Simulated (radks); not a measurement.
Fractional charge and spin in the 5d shell of gold: the spin-up occupation runs from 4 to 5 and the spin-down occupation from 4 to 5; the fullest corner is Au+, [Xe] 4f14 5d(up 5, down 5). All-electron calculation, scalar-relativistic Kohn-Sham, PBE, spin-polarised, spherical densities, point nucleus. Program: a radial shooting solver on a logarithmic mesh with Libxc functionals. Energy (eV) above the fullest corner. The planes named below are the two flat planes that join the four corners, with an edge along up + down = one added electron.

down \ up,4,4.25,4.5,4.75,5
4,55.086,45.350,36.442,28.344,21.040
4.25,45.350,36.486,28.430,21.166,14.677
4.5,36.442,28.430,21.208,14.759,9.063
4.75,28.344,21.166,14.759,9.103,4.178
5,21.040,14.677,9.063,4.178,0.000

Corners above the fullest one (they belong to Au2+ and the next ion): (up 5, down 4) 21.040 eV, (up 4, down 5) 21.040 eV, (up 4, down 4) 55.086 eV. With half an added electron in each spin the energy lies 0.168 eV from the planes, and with half an added electron in spin up alone -1.621 eV. The planes are only a guide here: the flat-plane condition holds for ground states with one frontier orbital, while this shell is degenerate and averaged over m.
